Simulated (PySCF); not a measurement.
## NMR data sheet: C₉H₇N

```yaml
Formula: C9H7N
SMILES: N#Cc1ccc2c(c1)CC2
InChI: InChI=1S/C9H7N/c10-6-7-1-2-8-3-4-9(8)5-7/h1-2,5H,3-4H2
Point_group_of_the_computed_structure: Cs
Degrees_of_unsaturation: 7
Carbon_signals: 9
Proton_signals: 5
```

Structure with atom numbers: `[N:1]#[C:2][c:3]1[cH:4][cH:5][c:6]2[c:7]([cH:8]1)[CH2:9][CH2:10]2`. Each H is labelled by its parent atom.

Gas phase, equivalent nuclei averaged, non-relativistic Hamiltonian, one computed conformer. Shielding tensors at PBE0/pcSseg-1 (GIAO); PBE0-D3(BJ)/def2-SVP geometry; PySCF.

Scale: $^{1}$H (σref 31.27) and $^{13}$C (σref 184.41) against TMS; $^{15}$N (σref 265.67) vs NH3 (reference shieldings calculated alike).

| carbon | δC, type | δH (multiplicity) | HMBC from (2–3 bonds) | span of the C tensor (ppm) |
| --- | --- | --- | --- | --- |
| C2 | 124.9, C | – | H(C4), H(C8) | 357 |
| C3 | 116.7, C | – | H(C4), H(C8), H(C5) | 204 |
| C4 | 138.9, CH | 7.65 (d) | H(C8), H(C5) | 234 |
| C5 | 128.3, CH | 7.27 (d) | H(C4), H(C10) | 214 |
| C6 | 155.2, C | – | H(C4), H(C8), H(C5), H(C10), H(C9) | 238 |
| C7 | 150.6, C | – | H(C8), H(C5), H(C10), H(C9) | 234 |
| C8 | 132.9, CH | 7.43 (s) | H(C4), H(C9) | 211 |
| C9 | 31.0, CH2 | 3.24 (m) | H(C8), H(C10) | 20 |
| C10 | 31.6, CH2 | 3.25 (m) | H(C5), H(C9) | 19 |

Other nuclei:
```
atoms   nucleus       environment  δ (ppm)  σ (ppm)
   N1  $^{15}$N  nitrile nitrogen    317.2    -51.5
```

1. Carbon types of the structure: 4 × C, 3 × CH, 2 × CH2, which accounts for all hydrogens.
2. δC 155.2, 150.6, 116.7: substituted aromatic carbon.
3. δC 138.9, 132.9, 128.3: aromatic CH; the aromatic region.
4. δC 124.9: nitrile carbon; typical of a nitrile.
5. δH 7.65, 7.43, 7.27: hydrogen on an aromatic CH; aromatic region.
6. δH 3.25, 3.24: hydrogen on an sp3 CH2 on an aromatic ring; benzylic-type position, deshielded by the ring.

Shifts are as computed. Against solution values, carbons near 30 ppm lie about +2 ppm off and those near 130 ppm about +5 ppm. Of 1211 compounds with measured shifts, 218 miss one by over three times the rms of a fit or turn the order of signals round; such compounds aren't used in these exercises. Experimental scales use liquid or dissolved standards, which lie at an offset from isolated NH3 (liquid NH3: subtract about 20 ppm). Unscaled 15N shifts of sp2 nitrogen come out 20 to 40 ppm too high even then. Multiplicities follow the n + 1 count of equivalent neighbours, as no J values were calculated; m marks all less simple cases, F and P coupling included.
